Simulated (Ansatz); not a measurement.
```yaml
crystal:
  periodic: [false, false, false]
  atoms:
    - {symbol: C, position_ang: [-1.705962, 0.943205, -0.963968]}
    - {symbol: Ga, position_ang: [-0.861016, -0.398673, 0.114510]}
    - {symbol: B, position_ang: [1.060163, -0.306708, 1.008430]}
    - {symbol: N, position_ang: [2.247938, -0.724085, 0.500941]}
    - {symbol: H, position_ang: [-1.893231, 0.567850, -2.008554]}
    - {symbol: H, position_ang: [-1.025457, 1.859357, -1.101574]}
    - {symbol: H, position_ang: [-2.654826, 1.350457, -0.535446]}
    - {symbol: H, position_ang: [-1.826419, -1.761191, 0.426392]}
    - {symbol: H, position_ang: [1.164739, 0.245740, 2.100142]}
    - {symbol: H, position_ang: [2.351011, -1.181273, -0.484310]}
    - {symbol: H, position_ang: [3.110799, -0.655312, 0.914022]}
basis:
  gaussian: {orbitals: def2-SVPD, point_charges: [{charge: 1.00, position_ang: [7.498, -0.298, 0.155]}]}
magnetization: {spin_polarized: true, initial_magnetization: 2}
hamiltonian: {xc: {name: B3LYP-D3}}
```

```sh
$ ansatz run in.yaml --threads 4 --pin off --events-out ev --progress --plain --max-ram 10444MiB
```

Output, abridged:

```
Error: YAML parse error: error: line 18 column 19: hamiltonian.xc: no functional is named "B3LYP-D3"; the names, which are not case-sensitive, are SVWN5, SPW92, PBE, PBE0, PBEsol, revPBE, revPBE0, RPBE, rPW86-PBE, HSE06, wPBEh, LC-wPBE, HISS, HF, BLYP, B3LYP, B3LYP5, BHLYP, CAM-B3LYP, r2SCAN, r2SCANh, r2SCAN0, r2SCAN50, m-r2SCAN, B97, wB97, wB97X, wB97X-V, B97M-V, wB97M-V, B2PLYP, B2GP-PLYP, PBE0-DH, PBE-QIDH
16 |   gaussian: {orbitals: def2-SVPD, point_charges: [{charge: 1.00, position_ang: [7.4…
17 | magnetization: {spin_polarized: true, initial_magnetization: 2}
18 | hamiltonian: {xc: {name: B3LYP-D3}}
```

Q: Something in this input is off. What?

A: The method's name isn't one that the program takes here. The input was rejected before any iteration.

HSE06 is defined as in plane-wave codes.
